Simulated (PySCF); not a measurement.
Ge(H)2(Vi)(OEt), SMILES [GeH2]([CH]=C)[O]CC (C4H10GeO), GFN2-xTB optimised geometry.

```
16

Ge    -1.23     0.07     0.00
C     -1.61    -0.95    -1.61
C     -2.69    -1.69    -1.81
O      0.53     0.07     0.00
C      1.37     0.73     0.92
C      2.79     0.71     0.38
H     -1.76    -0.56     1.28
H     -1.69     1.51     0.00
H     -0.84    -0.90    -2.38
H     -3.46    -1.77    -1.07
H     -2.85    -2.25    -2.72
H      1.04     1.77     1.06
H      1.33     0.23     1.89
H      3.12    -0.31     0.23
H      3.46     1.21     1.08
H      2.83     1.22    -0.58
```

Density from PySCF with B3LYP/def2-TZVP at that geometry.

Minimum of the electron density along straight lines between bonded atoms, close to the bond critical point (lines longer than 1.1 times the sum of covalent radii, or with two minima, are not listed):

```json
[
 {"bond": "Ge1–C2", "length / Å": "1.946", "ρ at the minimum / e bohr⁻³": "0.131", "∇²ρ there / e bohr⁻⁵": "0.10", "position (fraction from the first atom)": "0.47"},
 {"bond": "C2–C3", "length / Å": "1.323", "ρ at the minimum / e bohr⁻³": "0.360", "∇²ρ there / e bohr⁻⁵": "-1.12", "position (fraction from the first atom)": "0.50"},
 {"bond": "Ge1–O4", "length / Å": "1.755", "ρ at the minimum / e bohr⁻³": "0.148", "∇²ρ there / e bohr⁻⁵": "0.72", "position (fraction from the first atom)": "0.48"},
 {"bond": "O4–C5", "length / Å": "1.412", "ρ at the minimum / e bohr⁻³": "0.259", "∇²ρ there / e bohr⁻⁵": "-0.57", "position (fraction from the first atom)": "0.64"},
 {"bond": "C5–C6", "length / Å": "1.521", "ρ at the minimum / e bohr⁻³": "0.254", "∇²ρ there / e bohr⁻⁵": "-0.66", "position (fraction from the first atom)": "0.51"},
 {"bond": "Ge1–H7", "length / Å": "1.517", "ρ at the minimum / e bohr⁻³": "0.139", "∇²ρ there / e bohr⁻⁵": "0.07", "position (fraction from the first atom)": "0.59"},
 {"bond": "Ge1–H8", "length / Å": "1.519", "ρ at the minimum / e bohr⁻³": "0.138", "∇²ρ there / e bohr⁻⁵": "0.08", "position (fraction from the first atom)": "0.59"},
 {"bond": "C2–H9", "length / Å": "1.083", "ρ at the minimum / e bohr⁻³": "0.285", "∇²ρ there / e bohr⁻⁵": "-1.00", "position (fraction from the first atom)": "0.65"},
 {"bond": "C3–H10", "length / Å": "1.079", "ρ at the minimum / e bohr⁻³": "0.289", "∇²ρ there / e bohr⁻⁵": "-1.04", "position (fraction from the first atom)": "0.64"},
 {"bond": "C3–H11", "length / Å": "1.080", "ρ at the minimum / e bohr⁻³": "0.288", "∇²ρ there / e bohr⁻⁵": "-1.03", "position (fraction from the first atom)": "0.64"},
 {"bond": "C5–H12", "length / Å": "1.098", "ρ at the minimum / e bohr⁻³": "0.283", "∇²ρ there / e bohr⁻⁵": "-0.99", "position (fraction from the first atom)": "0.64"},
 {"bond": "C5–H13", "length / Å": "1.097", "ρ at the minimum / e bohr⁻³": "0.284", "∇²ρ there / e bohr⁻⁵": "-1.00", "position (fraction from the first atom)": "0.64"},
 {"bond": "C6–H14", "length / Å": "1.087", "ρ at the minimum / e bohr⁻³": "0.282", "∇²ρ there / e bohr⁻⁵": "-0.97", "position (fraction from the first atom)": "0.64"},
 {"bond": "C6–H15", "length / Å": "1.087", "ρ at the minimum / e bohr⁻³": "0.280", "∇²ρ there / e bohr⁻⁵": "-0.96", "position (fraction from the first atom)": "0.64"},
 {"bond": "C6–H16", "length / Å": "1.087", "ρ at the minimum / e bohr⁻³": "0.281", "∇²ρ there / e bohr⁻⁵": "-0.97", "position (fraction from the first atom)": "0.64"}
]
```
